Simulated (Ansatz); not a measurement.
`C#C[NH][SnH3]` + H–F → `[F][SnH3]` + `C#CN` at 400 K and 1 bar (ligand exchange at the Sn–N bond).

Gas-phase electronic energies from Ansatz, PBE0-D4/def2-TZVP geometries. CBS: MP2 limit from def2 TZ/QZ plus the TZ coupled-cluster correction, frozen cores. This one scheme is used for every species. def2 core potentials past Kr. For Sn outer-core shells are correlated without core-valence functions, which leaves a few kJ/mol of doubt a bond. One conformer a species, not always the lowest.

| species | CCSD(T)/CBS energy (Eh) | H − E (kJ/mol) | S (J/(mol·K)) |
| --- | --- | --- | --- |
| `C#C[NH][SnH3]` | -347.74191 | 174.4 | 377.5 |
| H–F | -100.39570 | 36.5 | 182.2 |
| `[F][SnH3]` | -315.62493 | 76.6 | 283.1 |
| `C#CN` | -132.52893 | 136.4 | 272.8 |

H − E and S are ideal-gas, rigid-rotor, harmonic terms from PBE0-D4/def2-TZVP, for one conformer and one mirror image of each species. 1 Eh = 2625.50 kJ/mol, R = 8.31446 J/(mol·K).

Task: By hand: ΔE, ΔH, ΔS and ΔG.

Result: ΔE = (-315.62493) + (-132.52893) − (-347.74191) − (-100.39570) = -0.01625 Eh = -42.7 kJ/mol. Δ(H − E) = 76.6 + 136.4 − 174.4 − 36.5 = 2.1, so ΔH = -40.6 kJ/mol. ΔS = 283.1 + 272.8 − 377.5 − 182.2 = -3.8 J/(mol·K). ΔG = -40.6 − 400 × (-3.8)/1000 = -39.1 kJ/mol.

Task: By hand: the equilibrium constant, and the temperature at which ΔG would vanish if ΔH and ΔS stayed fixed.

Result: log₁₀ K = −ΔG/(RT ln 10) = 5.1. ΔG = 0 at ΔH/ΔS = 10684 K, far beyond where these terms or the molecules hold.

The number of gas molecules stays the same, so ΔS is small and ΔH decides. A doubt of 5 kJ/mol in ΔE shifts log₁₀ K by 0.7 here. Other conformers and mirror images would add mixing entropy, several J/(mol·K) or more a flexible species. These are equilibria of isolated gas molecules and say nothing of rates. Largest T1 diagnostic: 0.014 (customary marks: 0.02 for closed shells, 0.045 for open ones).
